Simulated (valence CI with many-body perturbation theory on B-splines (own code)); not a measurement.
# A CI+MBPT run for Ho¹⁶⁺

Computed by relativistic CI+MBPT: five valence electrons over a frozen Dirac-Fock core [Kr] 4d10, a basis of 7 s, 7 p, 7 d, 7 f, 4 g, 2 h functions for each j, with the one-electron correlation potential Σ1 (screened to all orders), the two-electron term Σ2, the three-electron term Σ3, Breit, model QED; selected single and double excitations, second order for the rest, scaled by the run's own slope (own B-spline code, finite nucleus).

Command, and the settings that its task file holds:

```sh
python run_cv.py task.json out
```

```
atom Ho  Z=67  mass_number=165  rms_radius_fm=5.2022
core [Kr] 4d10
valence 4f5
avg = 1
basis = M
beyond = 1
breit = 1
cap = 32000
capref = 2200
cscale = 1
de = 0.0
dress = 0
eps = 2e-08
extrap = 1
h = 0.27
hh = 1
l2 = 3
lcore = 6
maxit = 60
n2 = 5
natural = 1
nlev = 190
nno = [4, 4, 4, 5, 3, 2]
nroot = 40
nsp = [3, 3, 3, 2, 1, 0]
pt2 = 1
qed = 1
rpa = 1
s1 = 1
s2 = 1
s3 = 1
screen = 1
tol = 2e-05
whole = 1
```

Problem. Roughly how long does this run take on one core of Intel(R) Xeon(R) Processor @ 2.30GHz, and how much memory?

Solution. 25 min on 1 thread of Intel(R) Xeon(R) Processor @ 2.30GHz, on a shared host, peak memory 1.4 GiB.

Log. The first blocks belong to the next ion, which gives the ionisation energy. Fields: 2J, parity (1 odd), roots, reference size, generating configurations, candidates as configurations/state functions, variational space P, stored matrix elements, Davidson steps; e2 is the range of second-order energies in hartree. The first line gives the box (bohr), its intervals, the orbitals and the steps of their self-consistent field. Window is the range of levels sought, series limit the energy at which the first omitted orbital would enter, core excitation an estimate of the first excitation out of the core, left out the lowest levels not solved, and shifts from estimates the range by which levels moved from their first estimate, all in cm⁻¹.

```
rmax 8.8 intervals 61 orbitals 61 references ['4f5', '4f4 5s', '4f3 5s2', '4f4 5p', '4f3 5s 5p'] scf 6 t 1.6
2J=8 par=0 roots 2 ref 62 generators 5 cand 2809/33425 P 245/3199 nnz 2.8e+06 it 10
2J=8 par=0 roots 2 ref 62 generators 14 cand 8615/135002 P 1320/15995 nnz 5.1e+07 it 12
   second order: generators 21 cand 11445/194597 e2 -0.00024 -0.00011
2J=10 par=0 roots 2 ref 49 generators 4 cand 2783/31299 P 201/3196 nnz 3e+06 it 9
2J=10 par=0 roots 2 ref 49 generators 14 cand 11015/169255 P 1202/16000 nnz 5.7e+07 it 12
   second order: generators 22 cand 13004/205770 e2 -0.00028 -0.00014
2J=12 par=0 roots 2 ref 41 generators 4 cand 2748/27093 P 252/3194 nnz 2.9e+06 it 8
2J=12 par=0 roots 2 ref 41 generators 12 cand 9329/126038 P 1485/15971 nnz 5.5e+07 it 9
   second order: generators 20 cand 11174/157868 e2 -0.00022 -0.00013
reference levels 1534, estimated 343, window 131200 1/cm; series limit 1841657, core excitation 1275588
2J=5 par=1 roots 23 ref 121 generators 7 cand 7132/140500 P 237/6391 nnz 9.7e+06 it 9
2J=5 par=1 roots 23 ref 121 generators 10 cand 7858/152273 P 917/25863 nnz 1.3e+08 it 12
   second order: generators 34 cand 49098/2682119 e2 -0.00357 -0.00125
2J=7 par=1 roots 24 ref 132 generators 6 cand 7140/164194 P 190/6383 nnz 1.1e+07 it 10
2J=7 par=1 roots 24 ref 132 generators 7 cand 7890/173232 P 670/24595 nnz 1.3e+08 it 11
   second order: generators 28 cand 43309/2869773 e2 -0.00488 -0.00174
2J=9 par=1 roots 24 ref 128 generators 8 cand 7947/178845 P 193/6366 nnz 1e+07 it 10
2J=9 par=1 roots 24 ref 128 generators 9 cand 7852/175096 P 683/24607 nnz 1.3e+08 it 11
   second order: generators 25 cand 32372/2332616 e2 -0.00520 -0.00183
2J=11 par=1 roots 24 ref 111 generators 7 cand 7777/164794 P 191/6363 nnz 1e+07 it 10
2J=11 par=1 roots 24 ref 111 generators 8 cand 7685/160988 P 687/24624 nnz 1.3e+08 it 10
   second order: generators 33 cand 47366/3148637 e2 -0.00484 -0.00172
2J=1 par=1 roots 9 ref 49 generators 4 cand 3524/35830 P 464/6398 nnz 9.2e+06 it 10
2J=1 par=1 roots 9 ref 49 generators 6 cand 7327/57261 P 2451/26753 nnz 1.3e+08 it 11
   second order: generators 39 cand 62768/1458018 e2 -0.00039 -0.00015
2J=3 par=1 roots 17 ref 94 generators 6 cand 7050/106916 P 274/6385 nnz 9.7e+06 it 12
2J=3 par=1 roots 17 ref 94 generators 9 cand 7757/112444 P 1222/25930 nnz 1.3e+08 it 12
   second order: generators 39 cand 50605/2140495 e2 -0.00194 -0.00082
2J=13 par=1 roots 19 ref 84 generators 5 cand 6638/132031 P 189/6310 nnz 1.1e+07 it 10
...
2J=3 par=0 roots 6 ref 82 generators 17 cand 27502/837375 P 1821/31315 nnz 1.2e+08 it 20
   second order: generators 44 cand 53123/1760909 e2 -0.00199 -0.00082
2J=5 par=0 roots 8 ref 106 generators 6 cand 9665/302546 P 303/6396 nnz 8e+06 it 10
2J=5 par=0 roots 8 ref 106 generators 17 cand 26195/1069289 P 1311/29030 nnz 1.1e+08 it 15
   second order: generators 46 cand 56576/2490830 e2 -0.00347 -0.00153
2J=19 par=0 roots 2 ref 10 generators 3 cand 7482/141913 P 594/6393 nnz 7.1e+06 it 4
2J=19 par=0 roots 2 ref 10 generators 12 cand 22169/475444 P 2414/31137 nnz 1.3e+08 it 5
   second order: generators 31 cand 51210/1215543 e2 -0.00031 -0.00031
left out: unestimated 189266, estimated 140939, shifts from estimates -60 to 382
operators 4.7
```

The Davidson iterations converged.

No measured spectrum was set against this ion. As an estimate, terms of the open shell hold to a few per cent of their energy, and close levels can change places. Among the levels kept, up to 1100 cm⁻¹ of a level comes from second order outside the variational space, and about a tenth of that is noise between levels of different J, which matters for small intervals.

- Valence energy: -80.33552 hartree
- Ionisation energy: 359.92 eV (NIST: 373 ± 19 eV (theoretical))
- Reference configurations for the orbitals: 4f5, 4f4 5s, 4f3 5s2, 4f4 5p, 4f3 5s 5p
- Radial orbitals: 61
- Box radius: 8.784 bohr
- Largest variational space: 31995
- Lowest levels: 4f5 6H°_5/2 0.0, 4f5 6H°_7/2 3115, 4f5 6H°_9/2 6485, 4f5 6H°_11/2 9922, 4f5 6F°_1/2 12957, 4f5 6F°_3/2 13307, 4f5 6H°_13/2 13327, 4f5 6F°_5/2 14295, 4f5 6H°_15/2 16591, 4f5 6F°_7/2 16818, 4f5 6F°_9/2 20131, 4f5 6F°_11/2 23770, 4f5 4G°_5/2 [a] 30639, 4f5 4F°_3/2 [a] 33656 cm⁻¹

Names give the largest LS component (configuration and term), which can be under half, so a name can repeat, a term be missing and a line seem to break the LS rules; names also repeat where a configuration has a term twice. Letters in brackets count levels of one name in rising energy.
